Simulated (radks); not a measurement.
Charge is removed step by step from the 1s down level of the lithium ion Li+, starting from 1s(up 1, down 1). Method: scalar-relativistic Kohn-Sham, PBE, spin-polarised, spherical densities, finite nucleus; Fermi nuclear charge, rms radius 2.444 fm; computed with a radial shooting solver on a logarithmic mesh with Libxc functionals.

removed (e)  E - E(0) (eV)  eigenvalue (eV)
0                    0.000          -60.415
0.1                  6.201          -63.614
0.2                 12.723          -66.815
0.3                 19.564          -70.001
0.4                 26.722          -73.149
0.5                 34.191          -76.227
0.6                 41.963          -79.188
0.7                 50.022          -81.953
0.8                 58.342          -84.363
0.9                 66.869          -85.952

The mean slope of the eigenvalue, de/dn, is 28.4 eV per electron.
